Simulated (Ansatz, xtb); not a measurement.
**Ranking isomers of H5Si2Sn**

3 gas-phase structures of H5Si2Sn, found in a search over its isomers (lower ones may exist). Each was relaxed with GFN2-xTB:

A. `[SiH][SiH2][SnH2]`, a doublet
B. a doublet given by its coordinates
C. a doublet given by its coordinates

B (Å):

| atom | x (Å) | y (Å) | z (Å) |
| --- | --- | --- | --- |
| Si | -0.9808 | 1.3467 | -1.3538 |
| Si | 0.6425 | 1.2876 | 1.9411 |
| Sn | -0.2295 | 3.0623 | 0.2620 |
| H | -0.9859 | -0.1209 | -1.4453 |
| H | -1.6273 | 1.6404 | -2.6458 |
| H | 1.2020 | 1.9065 | 3.1477 |
| H | -0.3659 | 0.3514 | 2.4537 |
| H | 1.7233 | 0.4257 | 1.4458 |

Close contacts (Å): Si1–Sn3 2.47, Si2–Sn3 2.59, Si1–H4 1.47, Si1–H5 1.47, Si2–H6 1.47, Si2–H7 1.47, Si2–H8 1.47.

C (Å):

| atom | x (Å) | y (Å) | z (Å) |
| --- | --- | --- | --- |
| Si | -1.3956 | 1.1495 | 0.2313 |
| Si | 0.9052 | 1.2696 | -0.0468 |
| Sn | 2.9580 | 1.4752 | 1.3757 |
| H | -1.7850 | 0.0141 | 1.0765 |
| H | -2.1674 | 1.0001 | -1.0088 |
| H | -1.9285 | 2.3520 | 0.8835 |
| H | 1.0513 | 1.1886 | -1.5268 |
| H | 1.8558 | 1.4887 | 2.7998 |

Close contacts (Å): Si1–Si2 2.32, Si2–Sn3 2.51, Si1–H4 1.47, Si1–H5 1.47, Si1–H6 1.47, Si2–H7 1.49, Sn3–H8 1.80.

**Question.** Which do you expect lowest at r2SCAN-D4/def2-SVP, and how would the others follow?

**Answer.** Calculated order at r2SCAN-D4/def2-SVP: B (0.000), C (0.103), A (1.960) eV.

Energies above the lowest of each column, in eV; the last columns are at PBE0-D3(BJ)/def2-SVP geometries and were run for some of them only (a dash: not run or not comparable):

| structure | GFN2-xTB | HF/STO-3G | r2SCAN-D4/def2-SVP | PBE0-D3(BJ)/def2-SVP | CCSD(T)/def2-SVP + ΔMP2/def2-TZVPP |
| --- | --- | --- | --- | --- | --- |
| B | 0.000 | 0.000 | 0.000 | 0.000 | 0.000 |
| C | 0.208 | 0.249 | 0.103 | 0.163 | 0.168 |
| A | 1.264 | 2.177 | 1.960 | – | – |

Every level run on B puts it lowest or level with the lowest. Some further structures that were screened fall inside this span and aren't listed. Flexible structures stand in one conformer each, not always the lowest. Frequencies (PBE0-D3(BJ)/def2-SVP) were run for B, C alone. Open shells are spin-unrestricted, some with notable spin contamination. Atoms past krypton carry core potentials in the def2 sets, without spin–orbit terms. ΔMP2 is the change of the MP2 energy from the smaller to the larger basis.

Programs: Ansatz 0.2.0, xtb 6.7.1.
